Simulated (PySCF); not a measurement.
SMILES c1coc(-c2ccco2)c1, GFN2-xTB optimised geometry.

```
16

C     -0.83    -2.94     0.00
C      0.53    -2.94     0.00
O      1.01    -1.69     0.00
C     -0.06    -0.85     0.00
C      0.15     0.57     0.00
C     -0.76     1.60     0.00
C      0.00     2.79     0.00
C      1.31     2.40     0.00
O      1.41     1.07     0.00
C     -1.22    -1.58     0.00
H     -1.48    -3.79     0.00
H      1.25    -3.74     0.00
H     -1.83     1.51     0.00
H     -0.37     3.79     0.00
H      2.22     2.96     0.00
H     -2.22    -1.19     0.00
```

Density from B3LYP/def2-TZVP run with PySCF 2.14.0 at that geometry.

Minimum of the electron density along straight lines between bonded atoms, close to the bond critical point (lines longer than 1.1 times the sum of covalent radii, or with two minima, are not listed):

```
bond     length / Å  ρ at the minimum / e bohr⁻³  ∇²ρ there / e bohr⁻⁵  position (fraction from the first atom)
-------  ----------  ---------------------------  --------------------  ---------------------------------------
C1–C2         1.362                        0.339                 -1.01                                     0.48
C2–O3         1.341                        0.298                 -0.24                                     0.33
O3–C4         1.351                        0.296                 -0.37                                     0.66
C4–C5         1.437                        0.298                 -0.88                                     0.50
C5–C6         1.374                        0.330                 -0.97                                     0.52
C6–C7         1.411                        0.303                 -0.85                                     0.50
C7–C8         1.362                        0.339                 -1.01                                     0.48
C5–O9         1.351                        0.296                 -0.37                                     0.34
C8–O9         1.341                        0.298                 -0.24                                     0.33
C1–C10        1.411                        0.303                 -0.85                                     0.50
C4–C10        1.374                        0.330                 -0.97                                     0.52
C1–H11        1.071                        0.292                 -1.07                                     0.65
C2–H12        1.072                        0.297                 -1.11                                     0.65
C6–H13        1.070                        0.293                 -1.07                                     0.65
C7–H14        1.071                        0.292                 -1.07                                     0.65
C8–H15        1.072                        0.297                 -1.11                                     0.65
C10–H16       1.070                        0.293                 -1.07                                     0.65
```
